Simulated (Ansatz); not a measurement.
# Worked example: C2H8OSi + C2H6GeSi → C2H10OSi2 + C2H4Ge

Species: C2H8OSi `CC[SiH2]O`, singlet; C2H6GeSi `[SiH3]C#[C][GeH3]`, singlet; C2H10OSi2 `CC[SiH](O)[SiH3]`, singlet; C2H4Ge `C#[C][GeH3]`, singlet. The partners trade H for SiH3: Si–H and C–SiH3 bonds give way to Si–SiH3 and C–H.

Shapes, held fixed at every level: PBE0-D4/def2-TZVP. Flexible molecules stand in one conformer, not always the lowest. Programs: Ansatz 0.2.0. Electronic energies: no zero-point or thermal term.

At CCSD(T)/def2-TZVPP; 1 Eh = 2625.50 kJ/mol:

| species | energy (Eh) |
| --- | --- |
| C2H8OSi | -445.116636 |
| C2H6GeSi | -2444.271345 |
| C2H10OSi2 | -735.369017 |
| C2H4Ge | -2154.002676 |

Task: Work out ΔE of the reaction at this level.

Result: 
1. Products less reactants: (-735.369017) + (-2154.002676) − [(-445.116636) + (-2444.271345)] = 0.016288 Eh = +42.8 kJ/mol.

Other levels give +29.2 (PBE-D4/def2-TZVPP) to +51.1 kJ/mol (MP2/def2-TZVPP). No measured value is set beside it here. Relativity is left out for Ge. Outer-core shells of Ge are correlated, in sets that cover them unevenly.
